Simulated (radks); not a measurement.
Results of a calculation; reference values are marked as such.
Neutral lanthanum: order these configurations by energy. Code: a radial shooting solver on a logarithmic mesh with Libxc functionals. Model: non-relativistic Kohn-Sham, PBE, spin-polarised, spherical densities, point nucleus. Open shells are filled with parallel spins first. [Xe] 4f1 5d1 6s1; [Xe] 4f1 6s1 6p1; [Xe] 4f1 6s2; [Xe] 5d1 6s1 6p1; [Xe] 5d1 6s2; [Xe] 5d2 6s1; [Xe] 6s2 6p1.

Answer. From the lowest, in eV above it: [Xe] 4f1 6s2 0.000; [Xe] 4f1 5d1 6s1 0.293; [Xe] 5d2 6s1 1.051; [Xe] 4f1 6s1 6p1 1.409; [Xe] 5d1 6s2 1.760; [Xe] 5d1 6s1 6p1 3.187; [Xe] 6s2 6p1 4.709.
